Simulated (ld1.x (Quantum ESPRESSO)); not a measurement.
What one change does to a pseudopotential (C (Z = 6), TM)

ld1.x (Quantum ESPRESSO) 7.5 input, shortened:

```
&input
   title='C', zed=6., rel=0, dft='PZ', iswitch=3,
   config='[He] 2s1 2p3 3d-2'
 /
 &inputp
   pseudotype=2, tm=.true., lloc=0,
   nlcc=.true.
 /
3
2P  2  1   3.00   0.00  2.05  2.05  0.0
3D  3  2  -2.00   0.30  1.60  1.60  0.0
2S  1  0   1.00   0.00  0.80  0.80  0.0
 &test
   configts(1)='2s1 2p3'
 /
```

Change: all radii but the core radius scaled by about 0.85 (s 0.68, p 1.74, d 1.36 bohr).

Cutoffs: the cutoffs (Ry, on a coarse ladder) from which the occupation-weighted sum of valence levels, in a spherical-Bessel basis at the reference potential, stays within 10 and 1 mRy of its value at 400 Ry; they do not see the model core or the augmentation charge, which bear on the density cutoff. Errors are all-electron minus pseudo energies relative to the spin-unpolarised reference configuration.

Task: How do hardness, ghosts and transferability respond?

Result: The potential gets harder (90 Ry and 200 Ry → 160 Ry and 200 Ry); of the 9 tests that both files solve, the error grows in 4 and shrinks in 4 by more than 15 % and 0.3 meV (median size 28.7 → 35.4 meV); neither file shows a bound ghost. A smaller radius makes the pseudo-wave follow the all-electron one further in, where it bends more sharply, so more plane waves are needed.

| quantity | base | changed |
| --- | --- | --- |
| cutoff, loose | 90 Ry | 160 Ry |
| cutoff, tight | 200 Ry | 200 Ry |
| loose cutoff by channel (10 mRy a level) | p 25 Ry, s 90 Ry | p 30 Ry, s 160 Ry |
| bound ghosts | none | none |
| error for 2s2 2p2, meV [ΔE -8.23 eV] | +4.5 | +9.0 |
| error for 2s2 2p1, meV [ΔE 2.76 eV] | +82 | +57 |
| error for 2s2 2p0, meV [ΔE 27.03 eV] | +431 | +283 |
| error for 2s2 2p2.3, meV [ΔE -9.43 eV] | -1.5 | +5.3 |
| error for 2s2 2p1.5, meV [ΔE -4.20 eV] | +27 | +23 |
| error for 2s0 2p4, meV [ΔE 8.26 eV] | +5.5 | +9.9 |
| error for 2s1 2p0, meV [ΔE 74.98 eV] | +822 | +510 |
| error for 2s1 2p3 (spin-polarised), meV [ΔE -5.36 eV] | +135 | +113 |
| error for 2s2 2p2 (spin-polarised), meV [ΔE -9.36 eV] | +29 | +35 |
